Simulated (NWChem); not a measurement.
System: C$_{3}$H$_{8}$N, doublet; SMILES C[C](C)N

Here is an NWChem input.

```
start job
memory heap 200 mb stack 900 mb global 1100 mb
geometry units angstroms noautoz
  C     -0.685856     1.305841     0.008095
  C      0.018238     0.000010     0.151745
  C     -0.693443    -1.301714     0.008097
  N      1.413507    -0.004074    -0.008093
  H     -1.713906     1.257436     0.419429
  H     -0.782403     1.645482    -1.060749
  H     -0.152637     2.122529     0.544232
  H     -1.721250    -1.247277     0.419284
  H     -0.165066    -2.121456     0.544366
  H     -0.791814    -1.640862    -1.060736
  H      1.803809    -0.847160    -0.441637
  H      1.808741     0.836831    -0.441391
end
basis spherical
  C library def2-svp
  N library def2-svp
  H library def2-svp
end
dft
  odft
  mult 2
  xc xtpss03 ctpss03
  iterations 200
  vectors input hcore
end
task dft gradient
```

Parts of the log:

```
             Northwest Computational Chemistry Package (NWChem) 7.3.0
             --------------------------------------------------------

 CS  symmetry detected

                             Geometry "geometry" -> ""
                             -------------------------

 Output coordinates in angstroms (scale by  1.889725989 to convert to a.u.)

  No.       Tag          Charge          X              Y              Z
 ---- ---------------- ---------- -------------- -------------- --------------
    1 C                    6.0000    -0.69003247    -0.01373923     1.30378302
    2 C                    6.0000     0.01202880     0.15612524     0.00000000
    3 C                    6.0000    -0.69003247    -0.01373923    -1.30378302
    4 N                    7.0000     1.41228114     0.04826497     0.00000000
    5 H                    1.0000    -1.73254290     0.35902516     1.25236188
    6 H                    1.0000    -0.74769195    -1.08546188     1.64317874
    7 H                    1.0000    -0.17953168     0.54182486     2.12200160
    8 H                    1.0000    -1.73254290     0.35902516    -1.25236188
    9 H                    1.0000    -0.17953168     0.54182486    -2.12200160
   10 H                    1.0000    -0.74769195    -1.08546188    -1.64317874
   11 H                    1.0000     1.82089095    -0.37025585    -0.84199911
   12 H                    1.0000     1.82089095    -0.37025585     0.84199911

 Effective nuclear repulsion energy (a.u.)     126.0934792882

      Symmetry information
      --------------------

 Group name             Cs
 Group number              2
 Group order               2
 No. of unique centers     7

                                 NWChem DFT Module
                                 -----------------

 Summary of "ao basis" -> "ao basis" (spherical)
 ------------------------------------------------------------------------------
       Tag                 Description            Shells   Functions and Types
 ---------------- ------------------------------  ------  ---------------------
 C                          def2-svp                 6       14   3s2p1d
 N                          def2-svp                 6       14   3s2p1d
 H                          def2-svp                 3        5   2s1p

      Symmetry analysis of basis
      --------------------------

        a'         54
        a"         42

            General Information
            -------------------
          SCF calculation type: DFT
          Wavefunction type:  spin polarized.
          No. of atoms     :    12
          No. of electrons :    33
           Alpha electrons :    17
            Beta electrons :    16
          Charge           :     0
          Spin multiplicity:     2
          Use of symmetry is: on ; symmetry adaption is: on
          Maximum number of iterations: 200
          AO basis - number of functions:    96
                     number of shells:    48
          Convergence on energy requested:  1.00D-06
          Convergence on density requested:  1.00D-05
          Convergence on gradient requested:  5.00D-04

              XC Information
              --------------
                  TPSS metaGGA Exchange Functional  1.000
             TPSS03 metaGGA Correlation Functional  1.000

             Grid Information
             ----------------
          Grid used for XC integration:  medium
          Radial quadrature: Mura-Knowles
          Angular quadrature: Lebedev.
          Tag              B.-S. Rad. Rad. Pts. Rad. Cut. Ang. Pts.
          ---              ---------- --------- --------- ---------
          C                   0.70       49          10.0       434
          N                   0.65       49          10.0       434
          H                   0.35       45          11.0       434
          Grid pruning is: on
          Number of quadrature shells:   327
          Spatial weights used:  Erf1

      Non-variational initial energy
      ------------------------------

 Total energy =     126.093479
 1-e energy   =       0.000000
 2-e energy   =       0.000000
 HOMO         =     -11.361216
 LUMO         =     -11.341387

   Symmetry analysis of molecular orbitals - initial alpha
   -------------------------------------------------------

  Numbering of irreducible representations:

     1 a'          2 a"

  Orbital symmetries:

     1 a'          2 a'          3 a"          4 a'          5 a'
     6 a"          7 a'          8 a'          9 a"         10 a'
    11 a'         12 a'         13 a"         14 a'         15 a'
    16 a"         17 a"         18 a'         19 a"         20 a'
    21 a"         22 a'         23 a'         24 a"         25 a'
    26 a'         27 a"

   Symmetry analysis of molecular orbitals - initial beta
   ------------------------------------------------------

  Numbering of irreducible representations:

     1 a'          2 a"

  Orbital symmetries:

     1 a'          2 a'          3 a"          4 a'          5 a'
     6 a"          7 a'          8 a'          9 a"         10 a'
    11 a'         12 a'         13 a"         14 a'         15 a'
    16 a"         17 a"         18 a'         19 a"         20 a'
    21 a"         22 a'         23 a'         24 a"         25 a'
    26 a'         27 a"

   convergence    iter        energy       DeltaE   RMS-Dens  Diis-err
 ---------------- ----- ----------------- --------- --------- ---------
 d= 0,ls=0.0,diis     1   -140.8509426147 -2.67D+02  4.59D-01  2.87D+01
                                                     4.50D-01  2.61D+01
 d= 0,ls=0.0,diis     2   -137.7129593002  3.14D+00  4.55D-01  1.49D+01
                                                     4.47D-01  1.40D+01
 d= 0,ls=0.0,diis     3   -147.7169936540 -1.00D+01  5.73D-02  2.99D+01
                                                     5.74D-02  2.85D+01
 d= 0,ls=0.0,diis     4   -171.4494726208 -2.37D+01  2.11D-02  3.55D+00
                                                     1.61D-02  3.33D+00
 d= 0,ls=0.5,diis     5   -170.5637475380  8.86D-01  7.20D-04  5.88D+00
                                                     6.94D-04  5.75D+00
 d= 0,ls=0.5,diis     6   -170.7483787428 -1.85D-01  7.77D-03  5.49D+00
                                                     6.89D-03  5.38D+00
 d= 0,ls=0.5,diis     7   -172.2138302410 -1.47D+00  7.18D-03  2.55D+00
                                                     6.52D-03  2.62D+00
 d= 0,ls=0.5,diis     8   -173.1070719446 -8.93D-01  6.35D-03  9.37D-01
                                                     5.56D-03  1.01D+00
 d= 0,ls=0.5,diis     9   -173.5797595730 -4.73D-01  4.13D-03  1.50D-01
                                                     3.28D-03  1.88D-01
 d= 0,ls=0.5,diis    10   -173.6956054252 -1.16D-01  2.47D-03  2.75D-02
                                                     1.77D-03  3.98D-02
  Resetting Diis
 d= 0,ls=0.5,diis    11   -173.7255061984 -2.99D-02  1.52D-03  6.00D-03
                                                     9.22D-04  9.90D-03
 d= 0,ls=0.5,diis    12   -173.7343022758 -8.80D-03  1.17D-03  1.71D-03
                                                     6.53D-04  2.87D-03
 d= 0,ls=0.5,diis    13   -173.7375901213 -3.29D-03  7.47D-04  8.72D-04
                                                     3.05D-04  8.17D-04
 d= 0,ls=0.5,diis    14   -173.7387867945 -1.20D-03  4.98D-04  2.33D-04
                                                     1.85D-04  2.08D-04
 d= 0,ls=0.5,diis    15   -173.7392417855 -4.55D-04  3.69D-04  1.17D-04
                                                     1.05D-04  8.97D-05
 d= 0,ls=0.5,diis    16   -173.7394657086 -2.24D-04  2.83D-04  6.77D-05
                                                     6.65D-05  4.49D-05
 d= 0,ls=0.5,diis    17   -173.7395873810 -1.22D-04  2.19D-04  4.02D-05
                                                     4.55D-05  1.92D-05
 d= 0,ls=0.5,diis    18   -173.7396534232 -6.60D-05  1.71D-04  2.43D-05
                                                     3.01D-05  8.71D-06
 d= 0,ls=0.5,diis    19   -173.7396903443 -3.69D-05  1.35D-04  1.54D-05
                                                     1.95D-05  4.51D-06
 d= 0,ls=0.5,diis    20   -173.7397118388 -2.15D-05  1.06D-04  9.73D-06
                                                     1.36D-05  2.44D-06
 d= 0,ls=0.5,diis    21   -173.7397245413 -1.27D-05  8.46D-05  5.94D-06
                                                     8.68D-06  1.52D-06
 d= 0,ls=0.5,diis    22   -173.7397322328 -7.69D-06  6.61D-05  3.62D-06
                                                     5.93D-06  8.20D-07
 d= 0,ls=0.5,diis    23   -173.7397368477 -4.61D-06  5.25D-05  2.21D-06
                                                     3.79D-06  4.79D-07
 d= 0,ls=0.5,diis    24   -173.7397396531 -2.81D-06  4.16D-05  1.34D-06
                                                     2.61D-06  2.59D-07
 d= 0,ls=0.5,diis    25   -173.7397413560 -1.70D-06  3.30D-05  8.23D-07
                                                     1.75D-06  1.64D-07
 d= 0,ls=0.5,diis    26   -173.7397423989 -1.04D-06  2.62D-05  5.10D-07
                                                     1.23D-06  1.02D-07
 d= 0,ls=0.5,diis    27   -173.7397430408 -6.42D-07  2.08D-05  3.20D-07
                                                     9.29D-07  6.49D-08
 d= 0,ls=0.5,diis    28   -173.7397434421 -4.01D-07  1.66D-05  1.93D-07
                                                     6.51D-07  3.58D-08
 d= 0,ls=0.5,diis    29   -173.7397436896 -2.47D-07  1.32D-05  1.20D-07
                                                     4.61D-07  2.14D-08
 d= 0,ls=0.5,diis    30   -173.7397438427 -1.53D-07  1.05D-05  7.53D-08
                                                     3.23D-07  1.33D-08
 d= 0,ls=0.5,diis    31   -173.7397439386 -9.60D-08  8.38D-06  4.70D-08
                                                     2.46D-07  8.15D-09

         Total DFT energy =     -173.739743998533
      One electron energy =     -482.585532381526
           Coulomb energy =      208.908564661567
    Exchange-Corr. energy =      -26.156255566815
 Nuclear repulsion energy =      126.093479288241

 Numeric. integr. density =       33.000007531425

                  Occupations of the irreducible representations
                  ----------------------------------------------

                     irrep           alpha         beta
                     --------     --------     --------
                     a'               11.0         10.0
                     a"                6.0          6.0

                    DFT Final Alpha Molecular Orbital Analysis
                    ------------------------------------------

 Vector   15  Occ=1.000000D+00  E=-3.102763D-01  Symmetry=a"
              MO Center= -3.4D-01,  1.4D-01,  4.3D-16, r^2= 3.1D+00
   Bfn.  Coefficient  Atom+Function         Bfn.  Coefficient  Atom+Function
  ----- ------------  ---------------      ----- ------------  ---------------
    20     -0.335961   2 C  pz                6      0.327776   1 C  pz
    34      0.327776   3 C  pz               67      0.227661   7 H  s
    77     -0.227661   9 H  s                 9      0.154154   1 C  pz
    37      0.154154   3 C  pz               68      0.126174   7 H  s
    78     -0.126174   9 H  s                 3     -0.102462   1 C  s

 Vector   16  Occ=1.000000D+00  E=-2.571492D-01  Symmetry=a'
              MO Center=  8.2D-01,  9.1D-02, -1.3D-15, r^2= 2.3D+00
   Bfn.  Coefficient  Atom+Function         Bfn.  Coefficient  Atom+Function
  ----- ------------  ---------------      ----- ------------  ---------------
    47      0.442404   4 N  py               50     -0.322609   4 N  py
    19     -0.236236   2 C  py               46      0.210758   4 N  px
    49     -0.172988   4 N  px               22     -0.167745   2 C  py
    62     -0.130336   6 H  s                82     -0.130336  10 H  s
     5      0.115824   1 C  py               33      0.115824   3 C  py

 Vector   17  Occ=1.000000D+00  E=-9.163198D-02  Symmetry=a'
              MO Center=  2.7D-01,  1.1D-01,  3.0D-16, r^2= 2.5D+00
   Bfn.  Coefficient  Atom+Function         Bfn.  Coefficient  Atom+Function
  ----- ------------  ---------------      ----- ------------  ---------------
    19      0.537766   2 C  py               22      0.463495   2 C  py
    50     -0.306376   4 N  py               47      0.299341   4 N  py
    63      0.278006   6 H  s                83      0.278006  10 H  s
    17      0.222757   2 C  s                45     -0.209754   4 N  s
     3     -0.152320   1 C  s                31     -0.152320   3 C  s

 Vector   18  Occ=0.000000D+00  E= 3.832276D-02  Symmetry=a'
              MO Center=  5.8D-01, -2.7D-01, -9.4D-15, r^2= 7.1D+00
   Bfn.  Coefficient  Atom+Function         Bfn.  Coefficient  Atom+Function
  ----- ------------  ---------------      ----- ------------  ---------------
     3      1.160043   1 C  s                31      1.160043   3 C  s
    45      0.947915   4 N  s                88     -0.707479  11 H  s
    93     -0.707479  12 H  s                58     -0.575605   5 H  s
    73     -0.575605   8 H  s                68     -0.507827   7 H  s
    78     -0.507827   9 H  s                63     -0.442636   6 H  s

 Vector   19  Occ=0.000000D+00  E= 8.206956D-02  Symmetry=a'
              MO Center=  2.7D-01, -4.2D-01, -2.2D-13, r^2= 7.8D+00
   Bfn.  Coefficient  Atom+Function         Bfn.  Coefficient  Atom+Function
  ----- ------------  ---------------      ----- ------------  ---------------
     3      1.574839   1 C  s                31      1.574839   3 C  s
    45     -0.854611   4 N  s                63     -0.808333   6 H  s
    83     -0.808333  10 H  s                88      0.723373  11 H  s
    93      0.723373  12 H  s                17     -0.685089   2 C  s
    68     -0.663765   7 H  s                78     -0.663765   9 H  s

 Vector   20  Occ=0.000000D+00  E= 8.640076D-02  Symmetry=a"
              MO Center=  4.1D-01, -3.3D-01,  1.7D-13, r^2= 7.7D+00
   Bfn.  Coefficient  Atom+Function         Bfn.  Coefficient  Atom+Function
  ----- ------------  ---------------      ----- ------------  ---------------
     3      1.401313   1 C  s                31     -1.401313   3 C  s
    63     -0.799000   6 H  s                68     -0.796297   7 H  s
    78      0.796297   9 H  s                83      0.799000  10 H  s
    88      0.742738  11 H  s                93     -0.742738  12 H  s
    51      0.448105   4 N  pz                9      0.363616   1 C  pz

                     DFT Final Beta Molecular Orbital Analysis
                     -----------------------------------------

[...]

                         DFT ENERGY GRADIENTS

    atom               coordinates                        gradient
                 x          y          z           x          y          z
   1 C      -1.303972  -0.025963   2.463793    0.003069   0.000933  -0.006062
   2 C       0.022731   0.295034   0.000000    0.001572  -0.001002   0.000000
   3 C      -1.303972  -0.025963  -2.463793    0.003069   0.000933   0.006062
   4 N       2.668824   0.091208   0.000000   -0.005221   0.001082   0.000000
   5 H      -3.274031   0.678459   2.366621   -0.002659   0.000836   0.000084
   6 H      -1.412933  -2.051226   3.105158   -0.000209  -0.002658   0.001069
   7 H      -0.339266   1.023901   4.010002    0.001070   0.001294   0.002283
   8 H      -3.274031   0.678459  -2.366621   -0.002659   0.000836  -0.000084
   9 H      -0.339266   1.023901  -4.010002    0.001070   0.001294  -0.002283
  10 H      -1.412933  -2.051226  -3.105158   -0.000209  -0.002658  -0.001069
  11 H       3.440985  -0.699682  -1.591148    0.000554  -0.000445  -0.001716
  12 H       3.440985  -0.699682   1.591148    0.000554  -0.000445   0.001716
```

Level: TPSS/def2-SVP, spin-unrestricted. The geometry was optimised at PBE-D3(BJ)/def2-SVP, spin-unrestricted. No stability test was run on the SCF state.
